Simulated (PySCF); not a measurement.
**Manganese: a sound run and one with changed settings**

Sound run: Mn⁺ [Ar] 3d5 4s1, Mn²⁺ [Ar] 3d5. Calculation: PySCF 2.14, in cc-pVDZ-DK (6s5p3d1f, 43 functions); the spin-free X2C one-electron Hamiltonian (Gaussian nucleus). In the sound run the correlated levels freeze [Ar]. The sound run starts from symmetry-adapted Hartree-Fock orbitals and uses a fine grid where one is needed.

Changed run: initial guess sap, at most 50 SCF cycles, level shift 0.1 hartree.

```
species  method  sound run (hartree)  changed run (hartree)  converged
    Mn⁺     UHF          -1157.16068            -1157.16068        yes
    Mn⁺    BP86          -1158.43831            -1158.43831        yes
    Mn⁺   B3LYP          -1158.29890            -1158.29890        yes
    Mn⁺     MP2          -1157.22907            -1157.22603        yes
   Mn²⁺     UHF          -1156.61365            -1156.61365        yes
   Mn²⁺    BP86          -1157.83938            -1157.83938        yes
   Mn²⁺   B3LYP          -1157.70905            -1157.70905        yes
   Mn²⁺     MP2          -1156.66770            -1156.66552        yes
```

Ionisation energy of Mn⁺:

| method | sound run (eV) | changed run (eV) |
| --- | --- | --- |
| UHF | 14.885 | 14.885 |
| BP86 | 16.298 | 16.298 |
| B3LYP | 16.050 | 16.050 |
| MP2 | 15.276 | 15.252 |
| SCS-MP2 | 15.016 | 15.008 |

A level shift leaves the converged SCF energy unchanged but raises the virtual orbital energies, which shrinks MP2 if it is not removed.

For comparison, NIST gives 15.640 eV between the lowest levels.
